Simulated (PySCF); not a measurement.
Stepwise substitution at one centre (Al OH-I). Isolated molecules, 0 K electronic values unless said otherwise. One relaxed conformer stands for each flexible species; it need not be the lowest. Strings in code marks are SMILES.

Computed with B3LYP-D3(BJ)/def2-TZVP (PySCF 2.14.0). B3LYP has the VWN-RPA correlation part, as in Gaussian. Delta-SCF ions had no search for a lower state. 

```json
[
 {"species": "0 of 3 OH replaced by I", "vertical ionisation energy (Delta-SCF) (eV)": "11.27", "S1 oscillator strength": "0.000", "HOMO (eV)": "?", "LUMO (eV)": "-0.80"},
 {"species": "1 of 3 OH replaced by I", "vertical ionisation energy (Delta-SCF) (eV)": "10.15", "S1 oscillator strength": "0.031", "HOMO (eV)": "?", "LUMO (eV)": "-1.25"},
 {"species": "2 of 3 OH replaced by I (`[OH][Al]([I])[I]` (H–O–Al–I torsion 180°))", "vertical ionisation energy (Delta-SCF) (eV)": "9.56", "S1 oscillator strength": "?", "HOMO (eV)": "-7.52", "LUMO (eV)": "-1.72"},
 {"species": "3 of 3 OH replaced by I (`[I][Al]([I])[I]`)", "vertical ionisation energy (Delta-SCF) (eV)": "9.28", "S1 oscillator strength": "?", "HOMO (eV)": "-7.47", "LUMO (eV)": "-2.21"}
]
```

Q: Complete the blanks.

A: 
- 0 of 3 OH replaced by I, HOMO (eV): -8.73
- 1 of 3 OH replaced by I, HOMO (eV): -7.66
- 2 of 3 OH replaced by I (`[OH][Al]([I])[I]` (H–O–Al–I torsion 180°)), S1 oscillator strength: 0.018
- 3 of 3 OH replaced by I (`[I][Al]([I])[I]`), S1 oscillator strength: 0.000
